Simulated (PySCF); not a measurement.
# Worked example: oscillator strength and radiative lifetime

C₄H₁₀OSi, SMILES C/C=C/OC[SiH3].

Geometry: PBE0-D3(BJ)/def2-SVP. The structure was generated by enumeration; whether it is a known compound was not checked. One conformer was computed; it need not be the lowest.

TDA-LC-ωPBE/def2-SVPD (PySCF) puts the first singlet state with f over 0.02 at 6.84 eV (vertical), with the transition dipole (-0.063, -0.389, -0.066) in atomic units.

Task: Find the oscillator strength, the wavelength and the radiative lifetime that this transition would have in vacuum if emission retraced absorption.

Result: 
|μ|² = 0.1596 au, so |μ| = 1.02 D. ΔE = 6.84/27.211 = 0.2514 hartree. f = (2/3) ΔE |μ|² = 0.027 (the program prints 0.027).
λ = 1239.84/6.84 = 181 nm; ν = 55168 cm⁻¹.
Einstein's coefficient A = 0.6670 ν² f s⁻¹ (ν in cm⁻¹) = 5.4e7 s⁻¹, so τ = 1/A = 18 ns. This state is S1. The figure is the radiative limit of this one transition; relaxation, internal conversion, crossing to triplets and a medium change what is measured.
